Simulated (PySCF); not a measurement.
Simulated O 1s region for `C(O)C[SiH2]C=O`, binding energy against the vacuum level.

Every computed line was given a Gaussian of 0.4 eV full width at half maximum and an area set by the number of equivalent atoms; the highest printed point is 100. Computed, not measured: delta-SCF UKS SCAN, pcX-2 on the ionised atom, pcseg-1 elsewhere, spin-free X2C in PySCF.

binding energy (eV), intensity and a bar:
```
    537.3          1 
    537.4          5 #
    537.5         18 #####
    537.6         45 #############
    537.7         80 ########################
    537.8        100 ##############################
    537.9         89 ###########################
    538.0         56 #################
    538.1         25 #######
    538.2          8 ##
    538.3          2 
    538.4          1 
    538.5          3 #
    538.6         12 ####
    538.7         35 ##########
    538.8         69 #####################
    538.9         97 #############################
    539.0         96 #############################
    539.1         67 ####################
    539.2         33 ##########
    539.3         12 ###
    539.4          3 #
    539.5          1
```

Q: How many maxima does the curve show, and how many computed lines lie under it?

A: The curve has 2 maxima (at 537.8 and 538.9 eV). Under it lie 2 lines from 2 inequivalent oxygen sites.

Q: Decompose the envelope and assign each component. Numbering: `[O:1]=[CH:2][SiH2:3][CH2:4][CH2:5][OH:6]`.

A: 
```json
{"position (eV)": "537.82", "relative area": "1", "line": "O 1s", "atoms": "O1", "environment": "carbonyl oxygen"}
{"position (eV)": "538.95", "relative area": "1", "line": "O 1s", "atoms": "O6", "environment": "alcohol oxygen"}
```

Q: What are the centre and the root-mean-square width of the whole band?

A: The area-weighted mean of the lines is 538.38 eV. Their own spread about it is 0.57 eV (rms) and each Gaussian has σ = 0.4/2.355 = 0.17 eV; the variances add, which gives 0.59 eV.

Q: Above which line width would these two lines show one maximum?

A: Two equal Gaussians merge once their distance is under 2σ = FWHM/1.177. With 1.13 eV between them that is a full width over 1.33 eV.

The listed O 1s values span 1.13 eV, from O1 (bonded to C (double bond)) to O6 (bonded to C and H).

Shake-up satellites, vibrational structure and lifetime widths aren't simulated. The structure is a single GFN2-xTB conformer in the gas phase; no vibrational or solvent corrections.

The values belong to the conformer `[O:1]=[CH:2][SiH2:3][CH2:4][CH2:5][OH:6]`: O1–C2–Si3–C4 -24°, C2–Si3–C4–C5 -42°, Si3–C4–C5–O6 -34°, H–O6–C5–C4 169°.
